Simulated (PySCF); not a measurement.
CH2NS, doublet, geometry from GFN2-xTB, atoms displaced at random by about 0.03 Å a coordinate; TPSS/6-31G, gradient (PySCF).

The PySCF input:
```python
from pyscf import gto, scf, dft

mol = gto.Mole()
mol.atom = '''
    N    -1.56922641   -0.01925177    0.03959738
    C    -0.45723528   -0.47391757   -0.03385497
    S     1.08690340    0.14823694    0.01254946
    H    -1.78189881    0.94127580    0.02960973
    H    -2.34112682   -0.63650578    0.08117628
'''
mol.basis = '6-31g'
mol.spin = 1
mol.verbose = 4
mol.build()

mf = dft.UKS(mol)
mf.xc = 'tpss'
mf.grids.level = 1
mf.kernel()
g = mf.nuc_grad_method()
g.grid_response = False
grad = g.kernel()
```

Q: Write the output that PySCF gives for this input, abridged.

A: 
```
PySCF version 2.14.0

[INPUT] verbose = 4
[INPUT] num. atoms = 5
[INPUT] num. electrons = 31
[INPUT] charge = 0
[INPUT] spin (= nelec alpha-beta = 2S) = 1
[INPUT] symmetry False subgroup None
[INPUT] Mole.unit = angstrom
[INPUT] Symbol           X                Y                Z      unit          X                Y                Z       unit  Magmom
[INPUT]  1 N     -1.569226410000  -0.019251770000   0.039597380000 AA   -2.965408142334  -0.036380572713   0.074828203450 Bohr   0.0
[INPUT]  2 C     -0.457235280000  -0.473917570000  -0.033854970000 AA   -0.864049453689  -0.895574412919  -0.063976621255 Bohr   0.0
[INPUT]  3 S      1.086903400000   0.148236940000   0.012549460000 AA    2.053949749859   0.280127218144   0.023715042411 Bohr   0.0
[INPUT]  4 H     -1.781898810000   0.941275800000   0.029609730000 AA   -3.367300732588   1.778753469681   0.055954280322 Bohr   0.0
[INPUT]  5 H     -2.341126820000  -0.636505780000   0.081176280000 AA   -4.424088512674  -1.202821600903   0.153400937011 Bohr   0.0

nuclear repulsion = 87.6282298855123
number of shells = 21
number of NR pGTOs = 98
number of NR cGTOs = 35
basis = 6-31g
ecp = {}

******** <class 'pyscf.dft.uks.UKS'> ********
method = UKS
initial guess = minao
damping factor = 0
level_shift factor = 0
DIIS = <class 'pyscf.scf.diis.CDIIS'>
diis_start_cycle = 1
diis_space = 8
diis_damp = 0
SCF conv_tol = 1e-09
SCF conv_tol_grad = None
SCF max_cycles = 50
direct_scf = True
direct_scf_tol = 1e-13
number electrons alpha = 16  beta = 15
XC library pyscf.dft.libxc version 7.1.2
    S. Lehtola, C. Steigemann, M. J. T. Oliveira, and M. A. L. Marques,  SoftwareX 7, 1–5 (2018)
XC functionals = tpss
    J. Tao, J. P. Perdew, V. N. Staroverov, and G. E. Scuseria,  Phys. Rev. Lett. 91, 146401 (2003)
    J. P. Perdew, J. Tao, V. N. Staroverov, and G. E. Scuseria,  J. Chem. Phys. 120, 6898 (2004)
    J. Tao, J. P. Perdew, V. N. Staroverov, and G. E. Scuseria,  Phys. Rev. Lett. 91, 146401 (2003)
    J. P. Perdew, J. Tao, V. N. Staroverov, and G. E. Scuseria,  J. Chem. Phys. 120, 6898 (2004)
radial grids:
    Treutler-Ahlrichs [JCP 102, 346 (1995); DOI:10.1063/1.469408] (M4) radial grids

becke partition: Becke, JCP 88, 2547 (1988); DOI:10.1063/1.454033
pruning grids: <function nwchem_prune>
grids dens level: 1
symmetrized grids: False
atomic radii adjust function: <function treutler_atomic_radii_adjust>
small_rho_cutoff = 0
Set gradient conv threshold to 3.16228e-05
tot grids = 21560
init E= -492.660968267624

cycle= 1 E= -492.108923685364  delta_E= 0.552  |g|= 0.208  |ddm|= 1.84
cycle= 2 E= -491.961663233849  delta_E= 0.147  |g|=  0.5  |ddm|= 1.25
cycle= 3 E= -492.131093230945  delta_E= -0.169  |g|= 0.152  |ddm|= 0.876
cycle= 4 E= -492.144068969155  delta_E= -0.013  |g|= 0.0175  |ddm|= 0.198
cycle= 5 E= -492.144177016118  delta_E= -0.000108  |g|= 0.0127  |ddm|= 0.0395
cycle= 6 E= -492.144263139985  delta_E= -8.61e-05  |g|= 0.0017  |ddm|= 0.0164
cycle= 7 E= -492.144265664806  delta_E= -2.52e-06  |g|= 0.000532  |ddm|= 0.0052
cycle= 8 E= -492.144265974673  delta_E= -3.1e-07  |g|= 0.00013  |ddm|= 0.00141
cycle= 9 E= -492.144265990161  delta_E= -1.55e-08  |g|= 2.59e-05  |ddm|= 0.000311
cycle= 10 E= -492.144265990716  delta_E= -5.56e-10  |g|= 2.83e-06  |ddm|= 5.16e-05
Extra cycle  E= -492.1442659907  delta_E= 1.61e-11  |g|= 6.05e-06  |ddm|= 1.45e-05
converged SCF energy = -492.1442659907  <S^2> = 0.75258593  2S+1 = 2.0025843

******** <class 'pyscf.grad.uks.Gradients'> for <class 'pyscf.dft.uks.UKS'> ********
unit = Eh/Bohr
grid_response = False
--------------- UKS gradients ---------------
         x                y                z
0 N     0.1444803490    -0.0377104450    -0.0048017092
1 C    -0.1748907800     0.0650380034     0.0039218358
2 S    -0.0097324107     0.0005525133     0.0035293984
3 H     0.0121500841    -0.0398241677    -0.0026703056
4 H     0.0279128189     0.0123371998     0.0000909937
----------------------------------------------
```
